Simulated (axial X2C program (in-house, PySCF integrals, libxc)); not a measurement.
## NiB with a deliberately poor setting

Computed with an in-house relativistic program for diatomic molecules.

The run was started with this input:
```json
{"zs": [28, 5], "q": 0, "bas": ["dyall-v3z", "dyall-v3z"], "levels": ["PBE0", "HF", "BP86", "PW91"], "cc": false, "r0": 1.95, "npts": 10, "nst": 2, "ntry": 6, "opt": {"ecut": 3.0}}
```
```bash
python so2c.py task.json out
```

Keys: zs atomic numbers; q charge; bas basis sets; levels methods; cc coupled cluster on or off; r0 starting distance in Å; npts points on the curve; nst determinants followed; ntry starts of the search; ecut virtual cutoff in hartree. HF also brings MP2.

Question: One numerical setting was spoiled on purpose. Which, and what came out?

Answer: Virtual space cut too low. States: spin-free M_S = 1/2, Λ = 2; 2c Ω = 5/2. The apparent results, which are not to be taken for properties of NiB:

| Hamiltonian | level | points converged | Re (Å) | ωe (cm⁻¹) | De (eV) | curve-fit residual (μEh) |
| --- | --- | --- | --- | --- | --- | --- |
| spin-free | PBE0 | 10 of 10 | 1.884 | 581 | 2.36 | 0.12 |
| spin-free | HF | 10 of 10 | 2.087 | 414 | 0.22 | 0.077 |
| spin-free | MP2 | 10 of 10 | 1.797 | 639 | 2.58 | 0.058 |
| spin-free | BP86 | 10 of 10 | 1.869 | 608 | 2.98 | 0.14 |
| spin-free | PW91 | 10 of 10 | 1.867 | 611 | 3.02 | 0.15 |
| 2c | PBE0 | 10 of 10 | 1.884 | 581 | 2.42 | 0.12 |
| 2c | HF | 10 of 10 | 2.087 | 414 | 0.26 | 0.076 |
| 2c | MP2 | 10 of 10 | 1.797 | 639 | 2.63 | 0.28 |
| 2c | BP86 | 10 of 10 | 1.869 | 607 | 3.05 | 0.14 |
| 2c | PW91 | 10 of 10 | 1.867 | 610 | 3.09 | 0.15 |
